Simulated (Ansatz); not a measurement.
`N=C[SiH]1C=N1` and `F[SiH]1C=N1` differ in one atom or group.

Ansatz, PBE0-D4/def2-TZVP geometries, multiplicity 1. Each molecule was computed in one conformer, which needn't be the lowest.

```csv
property,`N=C[SiH]1C=N1`
LUMO energy (B3LYP/def2-TZVPP) / eV,-1.84
HOMO–LUMO gap (B3LYP/def2-TZVPP) / eV,4.69
size of the dipole moment (B3LYP/def2-TZVPP) / D,2.13
HOMO–LUMO gap (PBE/def2-TZVPP) / eV,3.03
HOMO energy (PBE/def2-TZVPP) / eV,-5.62
HOMO energy (ωB97M-V/def2-TZVPP) / eV,-8.84
```

**Question.** Give the same properties after the change, and the shifts. (Estimate.)

**Answer.** Ansatz gave: 
| property | `F[SiH]1C=N1` | shift |
| --- | --- | --- |
| LUMO energy (B3LYP/def2-TZVPP) / eV | -1.40 | 0.44 |
| HOMO–LUMO gap (B3LYP/def2-TZVPP) / eV | 5.37 | 0.68 |
| size of the dipole moment (B3LYP/def2-TZVPP) / D | 1.98 | -0.15 |
| HOMO–LUMO gap (PBE/def2-TZVPP) / eV | 3.36 | 0.33 |
| HOMO energy (PBE/def2-TZVPP) / eV | -5.70 | -0.08 |
| HOMO energy (ωB97M-V/def2-TZVPP) / eV | -9.20 | -0.36 |

With PBE0 the HOMO falls by 0.26 eV and the LUMO rises by 0.46 eV, so the gap widens by about 0.72 eV. PBE moves the HOMO by -0.08 eV and ωB97M-V by -0.36 eV. The zero-point energy changes by -74.0 kJ/mol with -9 modes. Dipoles are sizes alone; their direction can turn.

B3LYP here is the variant with VWN-RPA as its local correlation; programs differ in this.
